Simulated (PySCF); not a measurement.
## ZnS: frontier orbitals

revPBE at R = 2.060 Å; PySCF, no relativity, basis sets Zn def2-SVP, S def2-SVP. State: ¹Σ⁺ (singlet), closed shell. Only the outer orbitals are listed, counted within each symmetry.

```json
{"orbital": "4π", "occ.": "2", "ε (eV)": "-11.82", "on Zn (%)": "99", "main shells (%)": "99 Zn d"}
{"orbital": "4π", "occ.": "2", "ε (eV)": "-11.82", "on Zn (%)": "99", "main shells (%)": "99 Zn d"}
{"orbital": "10σ", "occ.": "2", "ε (eV)": "-11.76", "on Zn (%)": "89", "main shells (%)": "87 Zn d, 9 S s"}
{"orbital": "1δ", "occ.": "2", "ε (eV)": "-11.58", "on Zn (%)": "100", "main shells (%)": "100 Zn d"}
{"orbital": "1δ", "occ.": "2", "ε (eV)": "-11.58", "on Zn (%)": "100", "main shells (%)": "100 Zn d"}
{"orbital": "11σ", "occ.": "2", "ε (eV)": "-7.37", "on Zn (%)": "55", "main shells (%)": "53 Zn s, 40 S p"}
{"orbital": "5π", "occ.": "2", "ε (eV)": "-4.74", "on Zn (%)": "11", "main shells (%)": "89 S p, 10 Zn p"}
{"orbital": "5π", "occ.": "2", "ε (eV)": "-4.74", "on Zn (%)": "11", "main shells (%)": "89 S p, 10 Zn p"}
{"orbital": "12σ", "occ.": "0", "ε (eV)": "-4.30", "on Zn (%)": "67", "main shells (%)": "37 Zn s, 33 S p, 29 Zn p"}
{"orbital": "6π", "occ.": "0", "ε (eV)": "0.45", "on Zn (%)": "89", "main shells (%)": "89 Zn p, 9 S p"}
{"orbital": "6π", "occ.": "0", "ε (eV)": "0.45", "on Zn (%)": "89", "main shells (%)": "89 Zn p, 9 S p"}
```

**Question.** Which are the highest filled and the lowest empty level, where do they sit, and how wide is the gap?

**Answer.** Highest filled 5π at -4.74 eV (in %: 89 S p, 10 Zn p); lowest empty 12σ at -4.30 eV (in %: 37 Zn s, 33 S p, 29 Zn p); the gap at revPBE is 0.44 eV.

- bond order (Mayer): 1.80
- ⟨S²⟩: 0.000
- charge on Zn (Mulliken, basis-dependent): 0.40
- charge on Zn (Löwdin, basis-dependent): 0.42
- dipole moment (positive dipole means Zn(−)S(+)): -5.30 D
